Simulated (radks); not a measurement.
The numbers below are computed, except where a source is named.
The krypton ion Kr4+ is in [Ar] 3d10 4s2 4p(1/2: 2, 3/2: 0). Code: a radial shooting solver on a logarithmic mesh with Libxc functionals. Model: Dirac Kohn-Sham, relativistic LDA (MacDonald-Vosko exchange, VWN5 correlation), spin-unpolarised, spherical densities, finite nucleus; Fermi nuclear charge, rms radius of each element as measured or else 0.836 A^(1/3) + 0.57 fm. Sub-shells are occupied by j as written (lower j first in brackets). One electron is removed from 4s1/2, 3d5/2, 3d3/2, 4p1/2 in turn, with full relaxation. Which removal costs least, and what does each cost?

Answer. 4p1/2 64.208 eV; 4s1/2 80.563 eV; 3d5/2 153.41 eV; 3d3/2 154.79 eV. The 4p1/2 electron leaves first.
